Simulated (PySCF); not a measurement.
Parents of the type SiH3-X, H atom removed and the species left after one step. Gas-phase values, no solvent. One relaxed conformer stands for each flexible species; it need not be the lowest. Strings in code marks are SMILES.

Computed with r2SCAN-D4/def2-TZVP run with PySCF 2.14.0. 

```json
[
 {"species": "X = ethyl, parent (`C([SiH3])C`)", "dipole moment (D)": "0.94"},
 {"species": "X = fluoro, H atom removed (`F[SiH2]`)", "dipole moment (D)": "1.14"},
 {"species": "X = bromo, H atom removed (`[SiH2]Br`)", "dipole moment (D)": "1.07"},
 {"species": "X = formyl, parent (`O=C[SiH3]`)", "dipole moment (D)": "2.10"},
 {"species": "X = trifluoromethyl, parent (`FC(F)(F)[SiH3]`)", "dipole moment (D)": "2.12"},
 {"species": "X = methylthio, H atom removed", "dipole moment (D)": "–"}
]
```
